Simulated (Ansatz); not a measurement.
`Cl[CH2][ZnH]` + `OBCl` → `OB(Cl)CCl` + `[ZnH2]` at 400 K and 1 bar (formal exchange of groups at a C–Zn bond).

Program: Ansatz. Geometries: PBE0-D4/def2-TZVP. ΔE: electronic, gas phase. CCSD(T)/CBS is the MP2 limit (def2-TZVPP, def2-QZVPP) plus CCSD(T) − MP2 in def2-TZVPP, frozen cores. This one scheme is used for every species. For Zn outer-core shells are correlated without core-valence functions, which leaves a few kJ/mol of doubt a bond. Scalar relativity is left out up to krypton. One conformer a species, not always the lowest.

| species | CCSD(T)/CBS energy (Eh) | H − E (kJ/mol) | S (J/(mol·K)) |
| --- | --- | --- | --- |
| `Cl[CH2][ZnH]` | -2277.98947 | 110.2 | 321.6 |
| `OBCl` | -561.03999 | 93.6 | 281.2 |
| `OB(Cl)CCl` | -1059.49282 | 156.8 | 356.9 |
| `[ZnH2]` | -1779.54550 | 43.9 | 212.3 |

H − E and S are ideal-gas, rigid-rotor, harmonic terms from PBE0-D4/def2-TZVP, for one conformer and one mirror image of each species. 1 Eh = 2625.50 kJ/mol, R = 8.31446 J/(mol·K).

Problem. By hand: ΔE, ΔH, ΔS and ΔG.

Solution. ΔE = (-1059.49282) + (-1779.54550) − (-2277.98947) − (-561.03999) = -0.00886 Eh = -23.3 kJ/mol. Δ(H − E) = 156.8 + 43.9 − 110.2 − 93.6 = -3.1, so ΔH = -26.4 kJ/mol. ΔS = 356.9 + 212.3 − 321.6 − 281.2 = -33.6 J/(mol·K). ΔG = -26.4 − 400 × (-33.6)/1000 = -13.0 kJ/mol.

Problem. By hand: the equilibrium constant, and the temperature at which ΔG would vanish if ΔH and ΔS stayed fixed.

Solution. log₁₀ K = −ΔG/(RT ln 10) = 1.7. ΔG = 0 at ΔH/ΔS = 786 K.

TΔS isn't small against ΔH here. A doubt of 5 kJ/mol in ΔE shifts log₁₀ K by 0.7 here. Other conformers and mirror images would add mixing entropy, several J/(mol·K) or more a flexible species. These are equilibria of isolated gas molecules and say nothing of rates. Largest T1 diagnostic: 0.016 (customary marks: 0.02 for closed shells, 0.045 for open ones).
